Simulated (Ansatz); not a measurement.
A series at Al: from `[NH2][Al]([NH2])[NH2]`, ligands are replaced one by one, each step taking up CH₃OH and setting free NH₃; n counts the steps. Ansatz, PBE0-D4/def2-TZVP geometries. Each molecule was computed in one conformer, which needn't be the lowest.

CBS adds triple-zeta CCSD(T) − MP2 to the MP2 limit, frozen cores; atoms without spin–orbit coupling. 

```
n                 molecule  atomization energy, CCSD(T)/CBS (kJ/mol)
0  `[NH2][Al]([NH2])[NH2]`                                    3478.8
1   `C[O][Al]([NH2])[NH2]`                                    4426.3
2    `C[O][Al]([NH2])[O]C`                                         ?
3     `C[O][Al]([O]C)[O]C`                                    6317.1
```

Q: By hand: fit a straight line y = ȳ + b (n − n̄) to the 3 given rows and predict n = 2.

A: n̄ = 1.333, ȳ = 4740.73; Σ(n − n̄)(y − ȳ) = 4414.67, Σ(n − n̄)² = 4.667, so b = 945.93 kJ/mol a step. Prediction: 4740.73 + (945.93) × (0.667) = 5371.7 kJ/mol.

Q: By hand: compare with the computed value, 5371.2 kJ/mol, and give the steps along the whole series.

A: The line misses by -0.5 kJ/mol (computed minus predicted). Steps: 947.5, 944.9, 945.9 kJ/mol.

The steps differ by at most 2.6 kJ/mol, 0.3 % of a mean step, so the ligands' effects nearly add and a line is close. The miss is 0.0 % of the series' range. The energies themselves are unsure by some kJ/mol a bond, though much of that is common to the series.
